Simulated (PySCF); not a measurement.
Species: C4H14NPSi2.
Numbering: `[CH2:1]=[CH:2][P:3]([CH2:4][CH3:5])[N:6]([SiH3:7])[SiH3:8]` (hydrogens: H9, H10 on C1; H11 on C2; H12, H13 on C4; H14, H15, H16 on C5; H17, H18, H19 on Si7; H20, H21, H22 on Si8)

The same species was optimised twice, with GFN2-xTB and with PBE0-D3(BJ)/def2-SVP (PySCF), and the same property calculations (PySCF, gas phase) were run on both structures.

| coordinate | GFN2-xTB | PBE0-D3(BJ)/def2-SVP | change |
| --- | --- | --- | --- |
| P3–N6 (Å) | 1.720 | 1.745 | +0.025 |
| P3–C4 (Å) | 1.869 | 1.852 | -0.017 |
| N6–Si8 (Å) | 1.742 | 1.759 | +0.017 |
| C1=C2 (Å) | 1.325 | 1.337 | +0.012 |
| N6–Si7 (Å) | 1.750 | 1.757 | +0.007 |
| C2–P3 (Å) | 1.823 | 1.817 | -0.006 |
| C4–C5 (Å) | 1.522 | 1.521 | -0.001 |
| P3–N6–Si7 (°) | 110.1 | 113.5 | +3.4 |
| C2–P3–C4 (°) | 99.2 | 102.0 | +2.8 |
| Si7–N6–Si8 (°) | 124.3 | 122.0 | -2.3 |
| C2–P3–N6 (°) | 99.7 | 101.9 | +2.2 |
| C4–P3–N6 (°) | 101.4 | 102.7 | +1.3 |
| P3–N6–Si8 (°) | 125.4 | 124.3 | -1.1 |
| C1–C2–P3 (°) | 126.6 | 127.4 | +0.8 |
| P3–C4–C5 (°) | 110.9 | 111.7 | +0.8 |
| C1–C2–P3–C4 (°) | 45 | 26 | -19 |
| C2–P3–C4–C5 (°) | 170 | 170 | 0 |
| C2–P3–N6–Si7 (°) | 137 | 131 | -6 |

Rotational constants: A = 1346, B = 897.1, C = 801.0 MHz (GFN2-xTB) against A = 1335, B = 873.1, C = 788.8 MHz (PBE0-D3(BJ)/def2-SVP). Point groups within 0.08 Å: C1 and C1.

On the GFN2-xTB structure: HOMO (eV) -6.55 [PBE0/pcSseg-1]; LUMO (eV) -0.49 [PBE0/pcSseg-1]; dipole (D) 1.17 [PBE0/pcSseg-1]; GIAO shielding of C1 (ppm) 58.6 [PBE0/pcSseg-1]; GIAO shielding of C2 (ppm) 29.2 [PBE0/pcSseg-1]; GIAO shielding of P3 (ppm) 277.0 [PBE0/pcSseg-1]; GIAO shielding of C4 (ppm) 154.1 [PBE0/pcSseg-1]; GIAO shielding of C5 (ppm) 175.3 [PBE0/pcSseg-1]; GIAO shielding of N6 (ppm) 274.6 [PBE0/pcSseg-1]; GIAO shielding of Si7/Si8 (mean) (ppm) 402.9 [PBE0/pcSseg-1].

Task: What do these properties become on the PBE0-D3(BJ)/def2-SVP structure?

Result: 
| property | level | on GFN2-xTB | on PBE0-D3(BJ)/def2-SVP | change |
| --- | --- | --- | --- | --- |
| HOMO (eV) | PBE0/pcSseg-1 | -6.55 | -6.58 | -0.03 |
| LUMO (eV) | PBE0/pcSseg-1 | -0.49 | -0.67 | -0.18 |
| dipole (D) | PBE0/pcSseg-1 | 1.17 | 1.37 | +0.20 |
| energy, GFN2-xTB geometry as zero (kcal/mol) | PBE0/pcSseg-1 | 0.0 | -3.4 | -3.4 |
| GIAO shielding of C1 (ppm) | PBE0/pcSseg-1 | 58.6 | 55.5 | -3.1 |
| GIAO shielding of C2 (ppm) | PBE0/pcSseg-1 | 29.2 | 31.7 | +2.5 |
| GIAO shielding of P3 (ppm) | PBE0/pcSseg-1 | 277.0 | 271.2 | -5.8 |
| GIAO shielding of C4 (ppm) | PBE0/pcSseg-1 | 154.1 | 158.9 | +4.8 |
| GIAO shielding of C5 (ppm) | PBE0/pcSseg-1 | 175.3 | 174.4 | -0.9 |
| GIAO shielding of N6 (ppm) | PBE0/pcSseg-1 | 274.6 | 268.9 | -5.7 |
| GIAO shielding of Si7/Si8 (mean) (ppm) | PBE0/pcSseg-1 | 402.9 | 402.5 | -0.4 |

The heavy atoms differ by 0.081 Å rms after alignment. Among bonds between heavy atoms P3–N6 changes most (+0.025 Å). Changes are differences of the printed values. Neither structure is proved a minimum here.

Conformer computed: `[CH2:1]=[CH:2][P:3]([CH2:4][CH3:5])[N:6]([SiH3:7])[SiH3:8]`: C1–C2–P3–C4 26°, C2–P3–C4–C5 170°, C2–P3–N6–Si7 131°.
